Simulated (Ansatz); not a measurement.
Total energies of C4H7InO (`C=C=C[O][InH][CH3]`).

```csv
atom,x (Å),y (Å),z (Å)
C1,-1.890,0.032,0.757
C2,-1.039,1.032,0.729
C3,-0.108,1.949,0.524
O4,0.820,1.814,-0.413
In5,0.406,-0.077,-1.244
C6,1.576,-1.542,-0.231
H7,-1.739,-0.838,1.397
H8,-2.819,0.048,0.186
H9,-0.072,2.852,1.134
H10,-0.488,0.101,-2.687
H11,1.729,-1.211,0.796
H12,1.077,-2.512,-0.232
H13,2.547,-1.649,-0.716
```

The species carries charge 0 and has multiplicity 1. Correlated methods include outer-core shells of In, which these sets cover unevenly. In: def2 effective core potential. Geometry: relaxed with PBE0-D4/def2-TZVP. It is one conformer, not always the lowest. Basis def2-TZVPP, Ansatz 0.2.0.

RPA on PBE orbitals: Hartree–Fock energy of these orbitals -419.55435 Eh, correlation -1.85500 Eh (frozen core).

```json
{"functional": "LDA (SPW92)", "energy without D4 (Eh)": "-419.69918", "D4 term (kJ/mol)": "–"}
{"functional": "BLYP", "energy without D4 (Eh)": "-421.89133", "D4 term (kJ/mol)": "-62.3"}
{"functional": "r2SCAN", "energy without D4 (Eh)": "-421.96008", "D4 term (kJ/mol)": "-7.5"}
{"functional": "B97M-V", "energy without D4 (Eh)": "-422.00833", "D4 term (kJ/mol)": "–"}
{"functional": "B3LYP", "energy without D4 (Eh)": "-422.09440", "D4 term (kJ/mol)": "-46.9"}
{"functional": "r2SCANh", "energy without D4 (Eh)": "-421.93222", "D4 term (kJ/mol)": "-8.0"}
{"functional": "r2SCAN0", "energy without D4 (Eh)": "-421.89232", "D4 term (kJ/mol)": "-8.8"}
{"functional": "HSE06 (plane-wave form)", "energy without D4 (Eh)": "-421.72841", "D4 term (kJ/mol)": "-23.5"}
{"functional": "BHLYP", "energy without D4 (Eh)": "-421.79607", "D4 term (kJ/mol)": "-38.4"}
{"functional": "CAM-B3LYP", "energy without D4 (Eh)": "-421.87998", "D4 term (kJ/mol)": "-25.7"}
{"functional": "LC-ωPBE", "energy without D4 (Eh)": "-421.88945", "D4 term (kJ/mol)": "–"}
{"functional": "ωB97X-V", "energy without D4 (Eh)": "-421.92476", "D4 term (kJ/mol)": "–"}
{"functional": "ωB97M-V", "energy without D4 (Eh)": "-421.86697", "D4 term (kJ/mol)": "–"}
{"functional": "B2PLYP", "energy without D4 (Eh)": "-421.61143", "D4 term (kJ/mol)": "–"}
```

(1) Give the same for PBE, revPBE, PBE0, PBE-QIDH. (Best estimate.)

B3LYP takes the VWN-RPA correlation (the form of Gaussian; ORCA's B3LYP/G). HSE06 is the plane-wave form, built on full-range PBE exchange. The double hybrids freeze the cores in their second-order part.

## Answers

(1) Ansatz gave: 
```tsv
functional	energy without D4 (Eh)	D4 term (kJ/mol)
PBE	-421.73063	-29.2
revPBE	-422.00271	-81.7
PBE0	-421.74241	-25.0
PBE-QIDH	-421.50010	–
```

LC-ωPBE has ω = 0.4 bohr⁻¹.
